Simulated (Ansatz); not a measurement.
Born–Oppenheimer molecular dynamics of C3H10Si (14 atoms, charge 0, multiplicity 1). It starts from a relaxed structure.

Method: Ansatz, RKS PBE0-D4/STO-3G.

```json
{
 "ensemble": "NVT, Nosé–Hoover chain",
 "time step": "0.5 fs",
 "steps asked": "166",
 "set temperature": "400 K",
 "thermostat": "time constant 20 fs, chain length 1",
 "seed": "71507"
}
```

First frame:

```xyz
14
Properties=species:S:1:pos:R:3
Si -0.018 -0.007 0.051
C 0.088 -0.135 1.913
H -0.907 -0.200 2.363
H 0.649 -1.023 2.219
H 0.590 0.738 2.342
C 1.697 0.126 -0.680
H 2.301 -0.755 -0.441
H 1.657 0.213 -1.770
H 2.225 1.003 -0.296
H -0.767 1.180 -0.295
C -0.897 -1.502 -0.644
H -1.909 -1.590 -0.240
H -0.980 -1.442 -1.734
H -0.362 -2.426 -0.404
```

Task: What does the run give?

Result: All steps were run.

| Property | Result |
| --- | --- |
| steps done | 166 |
| time covered | 83 fs |
| mean temperature over the second half | 632 K |
| spread of the potential energy over the second half | 13.1 meV per atom |
| mean potential energy of the second half above the start | 55.9 meV per atom |

The conserved energy stayed within 0.87 meV per atom of its start (net change 0.6 meV per atom), so the integration is sound. The mean temperature of the second half is 58 % above the set value. A run of 0.083 ps of so small a system gives no equilibrium averages. Limits of this set-up: minimal basis.

Task: What happens to the structure?

Result: The same pairs are bonded in the first frame and the last. Pairs count as bonded within 1.25 times the sum of covalent radii (0.12 Å more for H–H). This is one draw of velocities; another would differ in detail.

Task: How do temperature and energy run in time?

Result: 
```
time (fs)  T (K)  potential energy less start (eV)  conserved less start (meV/atom)
        0    400                             0.000                             0.00
      2.5    224                             0.278                             0.31
        5    213                             0.297                             0.14
      7.5    203                             0.323                             0.27
       10    304                             0.182                             0.08
     12.5    205                             0.358                             0.27
       15    185                             0.408                             0.20
     17.5    241                             0.347                             0.27
       20    390                             0.163                             0.10
     22.5    275                             0.393                             0.30
       25    258                             0.464                             0.25
     27.5    277                             0.481                             0.29
       30    354                             0.426                             0.22
     32.5    269                             0.622                             0.29
       35    218                             0.754                             0.43
     37.5    409                             0.527                             0.25
       40    434                             0.597                             0.39
     42.5    445                             0.679                             0.37
       45    485                             0.726                             0.48
     47.5    617                             0.639                             0.45
       50    655                             0.707                             0.42
     52.5    462                             1.101                             0.65
       55    659                             0.872                             0.53
     57.5    842                             0.684                             0.53
       60    801                             0.804                             0.51
     62.5    644                             1.068                             0.73
       65    820                             0.785                             0.48
     67.5    891                             0.623                             0.62
       70    749                             0.740                             0.37
     72.5    386                             1.227                             0.87
       75    736                             0.586                             0.23
     77.5    630                             0.615                             0.60
       80    554                             0.593                             0.30
     82.5    304                             0.883                             0.61
```

The run took 6.3 min on 1 thread of Arm Neoverse V1 (shared host), peak memory 0.095 GiB.
